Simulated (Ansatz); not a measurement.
`[CH3][Ge]([F])([F])[C]#N` + HBr → `[CH3][Ge]([F])([F])[Br]` + `C#N` at 298.15 K and 1 bar (ligand exchange at a Ge–C bond).

Gas-phase electronic energies from Ansatz, PBE0-D4/def2-TZVP geometries. CBS: MP2 limit from def2 TZ/QZ plus the TZ coupled-cluster correction, frozen cores. This one scheme is used for every species. For Br, Ge outer-core shells are correlated without core-valence functions, which leaves a few kJ/mol of doubt a bond. Scalar relativity is left out up to krypton.

| species | CCSD(T)/CBS energy (Eh) | H − E (kJ/mol) | S (J/(mol·K)) |
| --- | --- | --- | --- |
| `[CH3][Ge]([F])([F])[C]#N` | -2408.38760 | 154.5 | 372.6 |
| HBr | -2573.91920 | 24.6 | 198.6 |
| `[CH3][Ge]([F])([F])[Br]` | -4889.01358 | 133.7 | 368.9 |
| `C#N` | -93.32098 | 52.4 | 201.2 |

H − E and S are ideal-gas, rigid-rotor, harmonic terms from PBE0-D4/def2-TZVP. 1 Eh = 2625.50 kJ/mol, R = 8.31446 J/(mol·K).

By hand: ΔE, ΔH, ΔS and ΔG.

ΔE = (-4889.01358) + (-93.32098) − (-2408.38760) − (-2573.91920) = -0.02776 Eh = -72.9 kJ/mol. Δ(H − E) = 133.7 + 52.4 − 154.5 − 24.6 = 7.0, so ΔH = -65.9 kJ/mol. ΔS = 368.9 + 201.2 − 372.6 − 198.6 = -1.1 J/(mol·K). ΔG = -65.9 − 298.15 × (-1.1)/1000 = -65.6 kJ/mol.

By hand: the equilibrium constant, and the temperature at which ΔG would vanish if ΔH and ΔS stayed fixed.

log₁₀ K = −ΔG/(RT ln 10) = 11.5. ΔG = 0 at ΔH/ΔS = 59909 K, far beyond where these terms or the molecules hold.

The number of gas molecules stays the same, so ΔS is small and ΔH decides. A doubt of 5 kJ/mol in ΔE shifts log₁₀ K by 0.9 here. These are equilibria of isolated gas molecules and say nothing of rates. Largest T1 diagnostic: 0.014 (customary marks: 0.02 for closed shells, 0.045 for open ones).
